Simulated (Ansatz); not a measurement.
Molecule: sum formula ZrOF, net charge 0, doublet state. The spin state was set by rule; other spins were not relaxed. 
Structure (B3LYP-D3(BJ)/def2-TZVP (Ansatz, an electronic-structure program) minimum search):
```
Zr
O 1 1.7392
F 1 1.9208 2 108.44
```
Charge 0, spin multiplicity 2.

Wanted: atomisation energy (electronic, to ground-state atoms), in kJ/mol. Correlated levels leave the core frozen unless marked. UHF or UKS for open shells. Spin-orbit coupling is left out. Frozen are the shells of the preceding noble gas and the d and f shells that filled before the atom's block. Past Kr the def2 sets carry scalar-relativistic core potentials. The coupled-cluster limit lacks core correlation, which all-electron functionals hold. CBS marks a two-point X^-3 extrapolation of the correlation energy; Hartree-Fock from the larger set.

```json
[
 {"level": "PBE/def2-TZVPD", "program": "Ansatz", "atomisation energy (kJ/mol)": "1465.7"},
 {"level": "PBE-D4/def2-TZVPD", "program": "Ansatz + dftd4", "atomisation energy (kJ/mol)": "1470.4"},
 {"level": "BLYP/def2-TZVPD", "program": "Ansatz", "atomisation energy (kJ/mol)": "(withheld)"},
 {"level": "PBE0-D3(BJ)/def2-TZVPD", "program": "Ansatz + dftd3", "atomisation energy (kJ/mol)": "1359.0"},
 {"level": "LC-wPBE/def2-TZVPD", "program": "Ansatz", "atomisation energy (kJ/mol)": "1386.6"},
 {"level": "B2PLYP-D3(BJ)/def2-TZVPD", "program": "Ansatz + dftd3", "atomisation energy (kJ/mol)": "1379.1"},
 {"level": "RPA@PBE/def2-QZVPP", "program": "Ansatz", "atomisation energy (kJ/mol)": "(withheld)"},
 {"level": "SCS-MP2/def2-SVPD", "program": "Ansatz", "atomisation energy (kJ/mol)": "1361.9"},
 {"level": "CCSD/def2-TZVPPD", "program": "Ansatz", "atomisation energy (kJ/mol)": "1274.9"},
 {"level": "CCSD(T)/CBS(def2-TZVPP,def2-QZVPP)", "program": "Ansatz", "atomisation energy (kJ/mol)": "(withheld)"}
]
```

Q: Fill in the missing entries.

A: 
- BLYP/def2-TZVPD, atomisation energy (kJ/mol): 1420.9
- RPA@PBE/def2-QZVPP, atomisation energy (kJ/mol): 1291.5
- CCSD(T)/CBS(def2-TZVPP,def2-QZVPP), atomisation energy (kJ/mol): 1368.8
